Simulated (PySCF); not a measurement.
Molecule: 3-acetylpyridine, C7H7NO.

Cartesian coordinates in Å; atom numbers follow the order of the lines, from 1:
```xyz
16

C    -2.5302   -0.1155    0.5567
C    -1.4370   -0.7646   -0.2522
O    -1.6462   -1.7150   -0.9709
C    -0.0724   -0.1820   -0.1299
C     0.9658   -0.7574   -0.8667
C     2.2401   -0.2323   -0.7693
C     2.4345    0.8577    0.0679
N     1.4628    1.4134    0.7721
C     0.2466    0.9107    0.6777
H    -2.2899   -0.1653    1.6166
H    -3.4681   -0.6344    0.3746
H    -2.6346    0.9295    0.2726
H     0.7463   -1.6054   -1.4992
H     3.0624   -0.6546   -1.3254
H     3.4101    1.3111    0.1839
H    -0.4978    1.4131    1.2803
```

Frames of a GFN2-xTB Langevin trajectory at 600 K; GIAO PBE0/pcSseg-1 shieldings in PySCF, gas phase, non-relativistic; equivalent atoms averaged within each frame.

References, each an isolated molecule treated in the same way: TMS for 13C (186.93 ppm), 1H (31.72 ppm); 17O (336.08 ppm) against H2O; 15N (267.73 ppm) against NH3. The references are static minima.

How do the shifts (ppm) fluctuate along the trajectory?

## Answers


```tsv
time (fs)	C2	C7	C9	C6	C5	C4	C1	O3	N8	H15
optimised geometry	199.9	159.5	156.2	128.8	142.9	134.9	28.9	656.7	358.5	9.09
250	198.4	167.2	154.2	147.6	147.3	139.1	29.7	633.0	363.0	10.49
425	193.0	168.3	156.3	129.3	138.7	129.6	34.7	604.7	370.7	9.09
625	207.7	146.2	152.3	122.3	148.6	157.8	38.9	690.3	369.5	8.05
800	203.5	157.9	135.8	140.2	138.4	135.5	23.9	660.1	375.5	9.18
1000	220.7	161.1	144.6	132.6	151.1	153.7	38.1	748.8	368.2	10.85
mean of frames	204.7	160.1	148.6	134.4	144.8	143.1	33.1	667.4	369.4	9.53
standard deviation	10.5	8.9	8.4	9.8	5.9	12.1	6.3	55.5	4.5	1.14
```

5 frames give an uncertainty of the mean of about the standard deviation over 2.2 at best, since frames this close in time may not be independent; classical motion lacks zero-point vibration, and the reference would need the same averaging.
